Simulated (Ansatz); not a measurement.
# Which is lower?

The two ends of one reaction step of CH6GeS, singlet (PBE0-D4/def2-TZVP).

A:

```json
{"atom": "Ge1", "x (Å)": "-1.7132", "y (Å)": "-0.7445", "z (Å)": "-0.3797"}
{"atom": "C2", "x (Å)": "1.3619", "y (Å)": "0.6349", "z (Å)": "0.3397"}
{"atom": "S3", "x (Å)": "-1.3471", "y (Å)": "-2.2104", "z (Å)": "-1.7226"}
{"atom": "H4", "x (Å)": "1.4215", "y (Å)": "-0.1874", "z (Å)": "-0.3740"}
{"atom": "H5", "x (Å)": "-2.0416", "y (Å)": "0.7139", "z (Å)": "-0.7479"}
{"atom": "H6", "x (Å)": "-1.7327", "y (Å)": "-0.9445", "z (Å)": "1.1467"}
{"atom": "H7", "x (Å)": "0.7385", "y (Å)": "1.4336", "z (Å)": "-0.0640"}
{"atom": "H8", "x (Å)": "0.9489", "y (Å)": "0.2789", "z (Å)": "1.2842"}
{"atom": "H9", "x (Å)": "2.3637", "y (Å)": "1.0254", "z (Å)": "0.5175"}
```

B:

```csv
atom,x (Å),y (Å),z (Å)
Ge1,-0.8177,-0.1017,-0.1307
C2,0.7438,0.8884,0.4834
S3,-0.2258,-1.6863,-1.5848
H4,0.5085,-2.3757,-0.6964
H5,-1.7811,0.7914,-0.9285
H6,-1.5595,-0.7477,1.0546
H7,0.4406,1.6857,1.1647
H8,1.4287,0.2209,1.0078
H9,1.2625,1.3249,-0.3702
```

Computed with Ansatz 0.2.0 (basis: def2-TZVPP); correlated methods freeze the cores. Filled d shells of the heavier atoms are correlated. The def2 sets are not built for correlating such inner shells, so the correlated values are less sure here. B3LYP uses VWN-RPA correlation.

(1) Which structure is lower at CCSD(T), and by how much? (To be estimated.)

T1 diagnostic: at most 0.016.

## Answers

(1) By the calculation: B, by 98.0 kJ/mol (electronic energy, against the other). By their contacts, A is a complex of GeH₂S ([S][GeH2]) + CH₄ and B is CH₆GeS ([CH3][GeH2][SH]).

All methods give the same order:

```json
{"method": "SPW92", "E(B) − E(A) (kJ/mol)": "-110.4"}
{"method": "PBE-D4", "E(B) − E(A) (kJ/mol)": "-87.5"}
{"method": "BLYP-D4", "E(B) − E(A) (kJ/mol)": "-71.7"}
{"method": "r2SCAN-D4", "E(B) − E(A) (kJ/mol)": "-95.2"}
{"method": "B97M-V", "E(B) − E(A) (kJ/mol)": "-84.8"}
{"method": "PBE0-D4", "E(B) − E(A) (kJ/mol)": "-101.2"}
{"method": "B3LYP-D4", "E(B) − E(A) (kJ/mol)": "-84.6"}
{"method": "r2SCAN0-D4", "E(B) − E(A) (kJ/mol)": "-104.1"}
{"method": "BHLYP-D4", "E(B) − E(A) (kJ/mol)": "-98.2"}
{"method": "CAM-B3LYP-D4", "E(B) − E(A) (kJ/mol)": "-98.1"}
{"method": "wB97X-V", "E(B) − E(A) (kJ/mol)": "-107.8"}
{"method": "wB97M-V", "E(B) − E(A) (kJ/mol)": "-100.4"}
{"method": "B2PLYP", "E(B) − E(A) (kJ/mol)": "-87.6"}
{"method": "PBE-QIDH", "E(B) − E(A) (kJ/mol)": "-108.7"}
{"method": "RPA on PBE", "E(B) − E(A) (kJ/mol)": "-92.7"}
{"method": "HF", "E(B) − E(A) (kJ/mol)": "-94.8"}
{"method": "MP2", "E(B) − E(A) (kJ/mol)": "-101.8"}
{"method": "CCSD", "E(B) − E(A) (kJ/mol)": "-102.2"}
{"method": "CCSD(T)", "E(B) − E(A) (kJ/mol)": "-98.0"}
```

Labels in which every atom is bracketed show which atoms are joined, not bond orders.

For scale, one of the runs: CCSD(T)/def2-TZVPP, 205 basis functions, launched by `ansatz run in.yaml --threads 4 --pin off --events-out ev --progress --plain --max-ram 9574MiB`. Time: 89 s of wall clock on 4 CPU threads of an Arm Neoverse N1; the host was shared. Peak host memory: 2.5 GiB.
